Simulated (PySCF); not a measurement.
C7H8N (doublet state).
SMILES with atom numbers: `[N:1]#[C:2][C@H:3]1[CH2:4][C:5]=[CH:6][CH2:7][CH2:8]1` (hydrogens: H9 on C3; H10, H11 on C4; H12 on C6; H13, H14 on C7; H15, H16 on C8)

Geometry (GFN2-xTB, Å), atoms numbered from 1 in this order:
```xyz
16
C7H8N angstrom
N     -3.0260    1.6323   -0.4209
C     -2.0556    1.1295   -0.0812
C     -0.8447    0.4680    0.3241
C     -1.0670   -1.0768    0.2848
C      0.2375   -1.7184    0.3984
C      1.4332   -1.2346    0.2601
C      1.6304    0.2386   -0.0879
C      0.3263    0.8477   -0.5935
H     -0.6107    0.7640    1.3531
H     -1.5484   -1.3618   -0.6557
H     -1.7306   -1.3680    1.1028
H      2.3321   -1.8173    0.3871
H      1.9749    0.7605    0.8102
H      2.4067    0.3279   -0.8497
H      0.1159    0.4820   -1.6010
H      0.4184    1.9354   -0.6420
```

The hyperfine couplings belong to this conformer and change with its torsions.

Level of theory: PySCF, UKS B3LYP, pcH-1 on C H N, non-relativistic, mean-field spin-orbit, GIAO. Geometry: GFN2-xTB, one conformer, isolated molecule. The geometry wasn't refined by DFT: couplings that depend on bond lengths, twists or pyramidal angles can differ widely from those at the functional's own minimum. No stability test was run, so a lower SCF solution isn't excluded.

(1) The isotropic 13C couplings are +351.6, +59.8, +46.9, +26.6, +8.2, -4.1, +1.3 MHz. Assign them to C2; C3; C4; C5; C6; C7; C8.

Results:

(1) 
| site | a_iso (MHz) | ρ(0) (bohr⁻³) | position | distance from C5 (Å) | spin population | largest \|T\| (MHz) |
| --- | --- | --- | --- | --- | --- | --- |
| C2 | +8.2 | +0.0073 | 3 bonds from C5 | 3.69 | 0.00 | 2.6 |
| C3 | +46.9 | +0.0417 | 2 bonds from C5 | 2.44 | +0.06 | 11.9 |
| C4 | +26.6 | +0.0236 | 1 bond from C5 | 1.46 | -0.04 | 11.0 |
| C5 | +351.6 | +0.3127 | largest spin population | 0.00 | +0.98 | 136.2 |
| C6 | +1.3 | +0.0012 | 1 bond from C5 | 1.30 | -0.14 | 19.6 |
| C7 | +59.8 | +0.0532 | 2 bonds from C5 | 2.45 | +0.08 | 15.7 |
| C8 | -4.1 | -0.0036 | 3 bonds from C5 | 2.75 | -0.01 | 1.4 |

ρ(0) is the spin density at the nucleus and T the dipolar tensor. Largest spin populations (Mulliken): C5 (+0.98), C6 (-0.14) and C7 (+0.08). No atom but C5 exceeds +0.15.
